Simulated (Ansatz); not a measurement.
Calculated with Ansatz (gas phase, PBE0-D4/def2-TZVP geometries, no zero-point term in ΔE). CCSD(T)/CBS adds triple-zeta CCSD(T) − MP2 to the extrapolated MP2 energy (def2 sets, frozen cores). DFT in def2-TZVPP. B3LYP here is the variant with VWN-RPA as its local correlation; programs differ in this. One conformer a species, not always the lowest.

Reaction (substitution at a C–C bond): `CCC1=NC1` + `BN[SiH2]Cl` → `BN(CC)[SiH2]Cl` + `C1=NC1`

| level | ΔE (kcal/mol) | difference from CCSD(T)/CBS |
| --- | --- | --- |
| PBE-D4 | 14.4 | 0.7 |
| r2SCAN-D4 | 15.1 | 1.4 |
| PBE0-D4 | 14.9 | 1.2 |
| B3LYP-D4 | 14.2 | 0.5 |
| ωB97X-V | 14.1 | 0.4 |
| ωB97M-V | 14.1 | 0.4 |
| B2PLYP | 15.3 | 1.6 |
| PBE | 15.6 | 1.9 |
| HF/def2-TZVPP | 17.3 | 3.6 |
| SCS-MP2/def2-TZVPP | 14.1 | 0.4 |
| CCSD/def2-TZVPP | 14.0 | 0.3 |
| HF/def2-QZVPP | 17.3 | 3.6 |
| MP2/def2-QZVPP | 14.4 | 0.7 |
| SCS-MP2/def2-QZVPP | 14.2 | 0.5 |
| HF/CBS(def2) | 17.3 | 3.6 |
| MP2/CBS(def2) | 14.5 | 0.8 |
| CCSD(T)/CBS | 13.7 | 0 |

Largest T1 diagnostic among the species: 0.012.

The D4 term adds −2.0 kcal/mol with B3LYP and −1.1 kcal/mol with PBE0; it sums over pairs of atoms, weighted by their polarisabilities, and B3LYP, whose exchange is more repulsive, gets the larger term. In def2-TZVPP, CCSD(T) changes the Hartree–Fock value by −3.9 kcal/mol (the triples alone add −0.6 kcal/mol) and MP2 by −3.1 kcal/mol.
